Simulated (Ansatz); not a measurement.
A nudged elastic band was laid between two geometries of BClH2O + FH (7 atoms, charge 0, multiplicity 1).

Method: RKS B3LYP/def2-SVP (Ansatz).

| Property | Result |
| --- | --- |
| movable images | 7 |
| climbing image | yes |
| spring | 5.0 eV/Å² |
| optimiser | quadratic models (default) |
| start path | through a guess of the saddle point |
| force threshold | 0.05 eV/Å |
| iteration limit | 60 |
| end points | relaxed |

Initial state:

```xyz
7
Properties=species:S:1:pos:R:3
B -0.043 -0.474 0.009
H -0.031 -1.055 1.058
Cl 1.516 0.105 -0.656
O -1.132 -0.271 -0.740
H -1.946 -0.583 -0.321
F 0.060 1.963 1.324
H 0.776 1.812 0.745
```

Final state:

```xyz
7
Properties=species:S:1:pos:R:3
B -0.290 0.425 -0.666
H 0.958 0.145 3.141
Cl 0.984 -0.110 -1.782
O -1.527 -0.094 -0.676
H -1.661 -0.784 -1.339
F -0.005 1.373 0.210
H 0.741 0.542 2.529
```

Q: What changes between the two ends?

A: Bonds broken: B1–H2, F6–H7. Bonds formed: B1–F6, H2–H7. BClH2O + FH becomes BClFHO + H2.

Q: Give the energies along the band, and the barrier.

A: It converged. The highest image is number 5 of 0 to 8, 99.3 kJ/mol above the first end and 218.9 kJ/mol above the last; the last end lies 119.6 kJ/mol below the first. The profile has 2 maxima (images 3, 5) with wells between them (image 4): this band takes more than one step, which may be the mechanism or a detour left from its start path. Neighbouring images differ by up to 2.0 eV, so the band resolves the path poorly. A vibrational analysis at the climbing image gives one clearly imaginary mode, 1198i cm⁻¹: a first-order saddle point. The orbitals stay closed-shell, which can raise the energy where a bond breaks towards radicals; this wasn't checked here.

```
image  path coordinate (Å)  energy (kJ/mol)  B1–H2 (Å)  F6–H7 (Å)  B1–F6 (Å)
    0                 0.00              0.0       1.20       0.93       2.77
    1                 0.86              9.4       1.20       0.93       2.78
    2                 1.73             23.4       1.21       0.93       2.80
    3                 2.59             24.0       1.20       0.93       2.79
    4                 3.45              9.8       1.21       0.93       2.51
    5                 4.31             99.3       1.35       1.17       1.65
    6                 5.40            -97.3       2.28       2.06       1.33
    7                 6.49           -119.0       3.32       2.62       1.32
    8                 7.57           -119.6       4.02       2.57       1.32
```

Q: What is the geometry of the highest image?

A: 
```xyz
7
Properties=species:S:1:pos:R:3
B -0.018 0.117 0.144
H 0.313 -0.143 1.423
Cl 1.327 -0.299 -0.964
O -1.302 -0.250 -0.093
H -1.466 -0.537 -0.999
F 0.077 1.710 0.546
H 0.269 0.897 1.364
```

The run took 7.2 min on 1 thread of Arm Neoverse V2, on a shared host, peak memory 0.16 GiB.
